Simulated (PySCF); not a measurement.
States of one metal complex from SC-NEVPT2 in the d shell, PySCF, above the ground state:

| 2S+1 | degeneracy | energy / cm⁻¹ | f (electric dipole) |
| --- | --- | --- | --- |
| 3 | 1 | 0 | – |
| 1 | 2 | 12258 | – |
| 3 | 3 | 12339 | 0 |
| 3 | 3 | 18492 | 5.6e-03 |
| 1 | 1 | 21007 | – |
| 1 | 3 | 23232 | – |
| 3 | 3 | 26031 | 5.8e-03 |
| 1 | 3 | 26066 | – |
| 1 | 2 | 33499 | – |
| 1 | 3 | 34767 | – |
| 1 | 1 | 47635 | – |

Problem. Which of these complexes, all computed at model or optimised geometries, gave the data?
A. [Ni(NH3)6]2+ (d8, octahedral)
B. [MoCl6]2- (d2, octahedral)
C. [VCl5]2- (d2, trigonal bipyramidal)
D. CrCl4 (d2, tetrahedral)

Solution. D. CrCl4 (d2, tetrahedral) has 3A2, then 1E at 12258, 3T2 at 12339 cm⁻¹ (NEVPT2). The others: [VCl5]2- (d2, trigonal bipyramidal) has 3A2, then 3A2 at 4163, 3A1 at 4187 cm⁻¹ (NEVPT2); [Ni(NH3)6]2+ (d8, octahedral) has 3Ag (from 3A2g), then 3Ag (from 3T2g) at 12517, 3Eg (from 3T2g) at 12567 cm⁻¹ (NEVPT2); [MoCl6]2- (d2, octahedral) has 3T1g, then 1T2g at 7878, 1Eg at 8032 cm⁻¹ (NEVPT2).

The d shell alone is too small an active space for [MoCl6]2- (an active orbital has only 0.60 squared overlap with the free ion's shell): its levels, fitted parameters, g values and moments show what this model gives and aren't sound predictions.

On CrCl4: Charge-transfer states lie outside this active space and may come lower than some of these levels. NEVPT2 lifts 3T2 from 8653 to 12339 cm⁻¹; on the d shell alone such lifts tend to overshoot. An active orbital has only 0.73 squared overlap with the free ion's shell, so the metal shell alone is a small active space here. NEVPT2 on the d shell alone tends to put d–d bands too high for such charged or covalently bound ions.
